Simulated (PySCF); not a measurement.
Compound: C₈H₁₄F₂.
Numbering: `[F:1][C@H:2]1[CH2:3][CH2:4][CH2:5][C@@H:6]([F:7])[CH2:8][CH2:9][CH2:10]1`

NICS is the negative of the GIAO shielding at a point without a nucleus: at the ring centre (0) and 1 Å above and below it (1); zz is the component along the ring normal. Level: GIAO PBE0/pcSseg-1 (PySCF, non-relativistic, gas phase) on the GFN2-xTB geometry, one conformer.

Ring bond lengths (Å), with Mayer bond orders in brackets: C2–C3 1.524 (1.02), C3–C4 1.530 (1.03), C4–C5 1.534 (1.00), C5–C6 1.532 (1.03), C6–C8 1.532 (1.03), C8–C9 1.534 (1.00), C9–C10 1.529 (1.03), C10–C2 1.524 (1.02).

Task: What do the NICS probes read (ppm)?

Result: 
| ring | type | NICS(0) | NICS(1), two faces | NICS(1)zz, two faces | rms pucker (Å) | centre to ring atoms, mean (Å) |
| --- | --- | --- | --- | --- | --- | --- |
| C2–C3–C4–C5–C6–C8–C9–C10 | 8-membered carbocycle; formal bonds all single | -3.2 | -3.9 / -2.3 | 2.3 / 5.6 | 0.44 | 1.80 |

Task: What can be read from them?

Result: 
- C2–C3–C4–C5–C6–C8–C9–C10: mean NICS(1)zz 4.0 ppm, deshielded. C2, C3, C4, C5, C6, C8, C9, C10 have four or more neighbours, so the value isn't read as a sign of a π ring current. The two faces differ by 3.3 ppm, so no symmetry operation interchanges them.

Task: At the second NICS(1) probe listed for ring C2–C3–C4–C5–C6–C8–C9–C10, 1 Å off the ring, how large is the induced field along the normal in 14.1 T applied along it?

Result: NICSzz × B0 = 5.6 ppm × 14.1 T = 79 μT, along the applied field.

Task: What are the shieldings of the ring atoms and their hydrogens in the same run (means over atoms taken as equivalent)?

Result: 
```tsv
atoms	environment	σ isotropic (ppm)
C2 (×2)	sp3 C–F carbon	94.2
C3 (×4)	ring CH2 carbon	150.8
C4 (×2)	ring CH2 carbon	168.6
H on C2 (×2)	methine hydrogen	26.85
H on C3 (×4)	methylene hydrogen	29.65
H on C3 (×4)	methylene hydrogen	29.98
H on C4 (×2)	methylene hydrogen	29.52
H on C4 (×2)	methylene hydrogen	30.06
```
